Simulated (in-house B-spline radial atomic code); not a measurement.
Values are calculated unless marked as measured or tabulated.
He ion on Si atom: potential, deflection and energy transfer

The pair potential comes from two frozen, spherical free-atom densities (PBE, B-spline radial code, scalar-relativistic past argon): electrostatics plus the change in Thomas-Fermi kinetic and Dirac exchange energy where they overlap, the recipe behind the universal ZBL potential, which averages such potentials (from solid-state densities) over many pairs. It is written V = (Z1 Z2 e²/r) φ(r/a), with e² = 14.3996 eV·Å and a = 0.46850 Å/(Z1^0.23 + Z2^0.23); ZBL's fit is φ = 0.18175 e^(−3.1998x) + 0.50986 e^(−0.94229x) + 0.28022 e^(−0.4029x) + 0.02817 e^(−0.20162x). Where φ falls below 4e-4 it is continued as an exponential.

Masses 4.0 and 28.09 u.

```
x = r/a  φ, this pair    φ, ZBL
    0.1           0.9    0.8928
    0.5         0.641    0.6096
    1.5         0.318    0.2995
      3        0.1397    0.1292
      5       0.05166   0.05224
      8       0.01555   0.01705
     12       0.00434   0.00474
     17     0.0006097  0.001212
```

Question: At x = 4 the electrostatic, kinetic and exchange parts are -1.84, 67.21 and -10.67 eV. Find r, V and φ.

Answer: a = 0.46850/(1.1728 + 1.8349) = 0.15577 Å, so r = 0.62306 Å. V = -1.84 + 67.21 + (-10.67) = 54.70 eV. The bare repulsion is 2 × 14 × 14.3996/0.62306 = 647.11 eV, so φ = 0.0845, +5.3 % against ZBL's 0.0803. The kinetic (Pauli) term is 123 % of V here, as the other two terms together attract.

Question: The ion comes in at 0.2957 keV with impact parameter 0.0779 Å. The scattering integral gives a centre-of-mass angle of 140.9° and a closest approach of 2.211 a. What are the reduced energy, the energy passed on and the laboratory angles?

Answer: ε = E a M2/(Z1 Z2 e² (M1 + M2)) = 295.7 × 3.3818e-04 = 0.1. The most that one collision can pass on is γE with γ = 4 M1 M2/(M1 + M2)² = 0.4364. Here T = γE sin²(θ/2) = 0.4364 × 295.7 × 0.8881 = 114.6 eV. The ion turns by arctan(sin θ/(cos θ + M1/M2)) = 135.1° (second quadrant: it bounces back), and the struck atom leaves at (180° − θ)/2 = 19.5°. The closest approach is 0.344 Å. With ZBL the angle would be 139.86° and T = 113.9 eV.
